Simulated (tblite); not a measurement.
Species: C7H15BN2.
SMILES with atom numbers: `[CH3:1][B:2]([CH3:3])[NH:4][C:5]([CH3:6])([CH3:7])[CH2:8][C:9]#[N:10]` (hydrogens: H11, H12, H13 on C1; H14, H15, H16 on C3; H17 on N4; H18, H19, H20 on C6; H21, H22, H23 on C7; H24, H25 on C8)

Computed with GFN2-xTB (tblite), gas phase: L-BFGS steps from a force-field or distance-geometry start until the largest atomic force falls under 0.01 eV/Å.

Step 29: E = -808.2948 eV
```
atom  x, y, z in Å  |  force x, y, z in eV/Å
C1      2.4366    1.1323   -0.9112    0.055  -0.093   0.004
B2      1.5801    0.0795   -0.0777   -0.065  -0.077   0.183
C3      2.1614   -0.5753    1.2644    0.008   0.077  -0.130
N4      0.3023   -0.1309   -0.6140    0.153  -0.073   0.293
C5     -1.0050   -0.3683   -0.0297    0.083   0.121   0.044
C6     -0.9552   -1.1330    1.2912   -0.088  -0.022   0.006
C7     -1.9042   -1.1249   -1.0151    0.039   0.009   0.027
C8     -1.5862    1.0524    0.2551   -0.109   0.114  -0.072
C9     -1.6747    1.7941   -0.9804   -0.029  -0.145   0.359
N10    -1.6953    2.3378   -1.9854   -0.059   0.102  -0.105
H11     1.8556    2.0514   -1.0217    0.122  -0.062  -0.067
H12     3.3894    1.3976   -0.4670    0.068   0.005   0.066
H13     2.6459    0.7639   -1.9112    0.004   0.039  -0.131
H14     1.6677   -0.1850    2.1564    0.111  -0.069  -0.083
H15     3.2248   -0.3563    1.3584   -0.081   0.058   0.059
H16     2.0789   -1.6629    1.2975   -0.145   0.142  -0.056
H17     0.1780    0.3122   -1.5129   -0.067   0.031  -0.127
H18    -1.9577   -1.4907    1.5164    0.020  -0.029   0.095
H19    -0.6206   -0.5071    2.1177    0.032  -0.073  -0.150
H20    -0.2926   -1.9866    1.2006   -0.003  -0.012   0.009
H21    -2.9379   -1.0811   -0.6796   -0.012  -0.071  -0.031
H22    -1.5907   -2.1631   -1.0714   -0.004  -0.062   0.027
H23    -1.8519   -0.7114   -2.0192    0.024   0.138   0.024
H24    -0.8952    1.5756    0.9277   -0.062  -0.012  -0.103
H25    -2.5645    1.0038    0.7432    0.006  -0.036  -0.139
```

Step 30: E = -808.3099 eV
```
atom  x, y, z in Å  |  force x, y, z in eV/Å
C1      2.4554    1.1248   -0.9217    0.021  -0.112   0.024
B2      1.5832    0.0982   -0.0703   -0.125  -0.174   0.181
C3      2.1507   -0.5703    1.2730    0.030   0.094  -0.133
N4      0.3024   -0.1075   -0.6029    0.130  -0.024   0.185
C5     -1.0079   -0.3591   -0.0279    0.094   0.153   0.040
C6     -0.9517   -1.1348    1.2802   -0.072  -0.007   0.096
C7     -1.8981   -1.1265   -1.0125    0.048   0.040  -0.014
C8     -1.6050    1.0535    0.2664   -0.121   0.152  -0.098
C9     -1.6890    1.7941   -0.9721   -0.067  -0.147   0.387
N10    -1.7077    2.3291   -1.9821   -0.052   0.091  -0.064
H11     1.8862    2.0494   -1.0445    0.135  -0.049  -0.064
H12     3.4165    1.3809   -0.4904    0.049   0.012   0.095
H13     2.6547    0.7376   -1.9166   -0.013   0.024  -0.138
H14     1.6588   -0.1822    2.1675    0.111  -0.075  -0.106
H15     3.2151   -0.3608    1.3731   -0.062   0.052   0.060
H16     2.0584   -1.6588    1.2970   -0.137   0.196  -0.060
H17     0.1801    0.3284   -1.5071   -0.063   0.021  -0.081
H18    -1.9569   -1.4755    1.5207    0.051  -0.043   0.102
H19    -0.5889   -0.5156    2.0977    0.022  -0.086  -0.066
H20    -0.3009   -1.9943    1.1669   -0.019  -0.040   0.042
H21    -2.9348   -1.1036   -0.6807    0.045  -0.072   0.001
H22    -1.5607   -2.1580   -1.0711   -0.037  -0.029   0.001
H23    -1.8564   -0.7034   -2.0117    0.035   0.119  -0.042
H24    -0.9289    1.5860    0.9491   -0.049  -0.057  -0.149
H25    -2.5857    0.9925    0.7522    0.042  -0.037  -0.202
```

Step 31: E = -808.3241 eV
```
atom  x, y, z in Å  |  force x, y, z in eV/Å
C1      2.4755    1.1158   -0.9320   -0.015  -0.111   0.032
B2      1.5868    0.1140   -0.0616   -0.134  -0.172   0.094
C3      2.1416   -0.5636    1.2791    0.046   0.087  -0.079
N4      0.3035   -0.0853   -0.5898    0.038   0.039   0.005
C5     -1.0102   -0.3484   -0.0252    0.058   0.110   0.036
C6     -0.9501   -1.1371    1.2711   -0.023   0.010   0.141
C7     -1.8911   -1.1278   -1.0107    0.051   0.080  -0.048
C8     -1.6251    1.0566    0.2766   -0.081   0.098  -0.086
C9     -1.7049    1.7958   -0.9608   -0.099  -0.085   0.244
N10    -1.7205    2.3207   -1.9769   -0.048   0.064   0.024
H11     1.9197    2.0465   -1.0687    0.127  -0.042  -0.036
H12     3.4437    1.3661   -0.5101    0.006  -0.013   0.092
H13     2.6630    0.7159   -1.9250   -0.012  -0.004  -0.096
H14     1.6546   -0.1826    2.1779    0.063  -0.036  -0.086
H15     3.2054   -0.3638    1.3894   -0.003   0.035   0.037
H16     2.0346   -1.6508    1.2946   -0.101   0.190  -0.072
H17     0.1813    0.3386   -1.5029   -0.033  -0.004   0.028
H18    -1.9561   -1.4623    1.5290    0.074  -0.058   0.092
H19    -0.5583   -0.5272    2.0786    0.018  -0.061   0.047
H20    -0.3088   -2.0006    1.1363   -0.052  -0.068   0.062
H21    -2.9308   -1.1262   -0.6833    0.103  -0.061   0.037
H22    -1.5341   -2.1542   -1.0715   -0.057   0.034  -0.029
H23    -1.8611   -0.6938   -2.0052    0.055   0.082  -0.082
H24    -0.9621    1.5959    0.9661   -0.023  -0.072  -0.142
H25    -2.6075    0.9818    0.7569    0.039  -0.042  -0.218
```

Step 32: E = -808.3341 eV
```
atom  x, y, z in Å  |  force x, y, z in eV/Å
C1      2.4881    1.1076   -0.9378   -0.025  -0.087   0.017
B2      1.5887    0.1203   -0.0557   -0.095  -0.084  -0.023
C3      2.1376   -0.5579    1.2811    0.045   0.066  -0.005
N4      0.3044   -0.0718   -0.5807   -0.060   0.074  -0.130
C5     -1.0112   -0.3408   -0.0224    0.006   0.022   0.024
C6     -0.9502   -1.1387    1.2679    0.028   0.020   0.111
C7     -1.8856   -1.1275   -1.0108    0.046   0.097  -0.054
C8     -1.6383    1.0595    0.2813   -0.020  -0.007  -0.042
C9     -1.7166    1.7977   -0.9514   -0.104  -0.004   0.033
N10    -1.7289    2.3165   -1.9715   -0.051   0.051   0.084
H11     1.9426    2.0429   -1.0845    0.097  -0.034   0.001
H12     3.4595    1.3577   -0.5190   -0.035  -0.056   0.069
H13     2.6676    0.7057   -1.9329    0.006  -0.036  -0.034
H14     1.6550   -0.1847    2.1830   -0.001   0.024  -0.039
H15     3.1998   -0.3642    1.4009    0.059   0.018   0.002
H16     2.0173   -1.6421    1.2919   -0.056   0.122  -0.082
H17     0.1805    0.3437   -1.5003    0.002  -0.027   0.126
H18    -1.9549   -1.4563    1.5379    0.067  -0.061   0.077
H19    -0.5398   -0.5370    2.0687    0.025  -0.013   0.140
H20    -0.3141   -2.0045    1.1206   -0.078  -0.081   0.062
H21    -2.9265   -1.1409   -0.6856    0.123  -0.036   0.058
H22    -1.5205   -2.1521   -1.0730   -0.047   0.085  -0.051
H23    -1.8631   -0.6857   -2.0025    0.069   0.050  -0.084
H24    -0.9814    1.6009    0.9719    0.007  -0.049  -0.084
H25    -2.6209    0.9758    0.7549   -0.008  -0.050  -0.176
```

**Question.** Estimate the geometry and energy of step 33. (The exact step hangs on the optimiser's Hessian estimate; all steps are aligned on step 32, rigid shifts and turns removed.)

**Answer.** E = -808.3416 eV, largest force 0.211 eV/Å
```
atom  x, y, z in Å  |  force x, y, z in eV/Å
C1      2.4952    1.0995   -0.9412   -0.014  -0.055  -0.015
B2      1.5884    0.1208   -0.0529   -0.028   0.020  -0.112
C3      2.1360   -0.5532    1.2818    0.031   0.047   0.042
N4      0.3038   -0.0621   -0.5762   -0.116   0.070  -0.162
C5     -1.0116   -0.3358   -0.0199   -0.029  -0.056   0.006
C6     -0.9497   -1.1396    1.2682    0.067   0.016   0.064
C7     -1.8807   -1.1256   -1.0123    0.032   0.076  -0.046
C8     -1.6466    1.0610    0.2832    0.028  -0.094   0.005
C9     -1.7260    1.7990   -0.9447   -0.087   0.060  -0.141
N10    -1.7347    2.3151   -1.9664   -0.061   0.053   0.104
H11     1.9579    2.0383   -1.0943    0.061  -0.026   0.028
H12     3.4677    1.3513   -0.5227   -0.064  -0.101   0.044
H13     2.6698    0.6990   -1.9394    0.023  -0.058   0.029
H14     1.6549   -0.1851    2.1845   -0.046   0.075   0.006
H15     3.1971   -0.3635    1.4093    0.090   0.007  -0.031
H16     2.0055   -1.6341    1.2903   -0.018   0.042  -0.084
H17     0.1781    0.3525   -1.4970    0.021  -0.038   0.162
H18    -1.9527   -1.4540    1.5464    0.053  -0.049   0.062
H19    -0.5271   -0.5444    2.0659    0.023   0.012   0.173
H20    -0.3189   -2.0088    1.1127   -0.092  -0.067   0.059
H21    -2.9211   -1.1516   -0.6864    0.115  -0.004   0.059
H22    -1.5129   -2.1499   -1.0760   -0.020   0.114  -0.067
H23    -1.8628   -0.6794   -2.0029    0.073   0.030  -0.058
H24    -0.9915    1.6026    0.9720    0.025  -0.017  -0.018
H25    -2.6290    0.9719    0.7499   -0.066  -0.059  -0.111
```

The energy changes by -0.0076 eV. The first-order estimate −F·Δx gives -0.0103 eV and the mean of the old and new forces, exact on a quadratic surface, -0.0076 eV. The step makes an angle of 68° with the force vector and moves no atom by more than 0.019 Å.

The cost below is that of the whole relaxation. Hardware: an Arm Neoverse N1 with one thread, no GPU, shared host. Cost: 3.8 s of wall time.
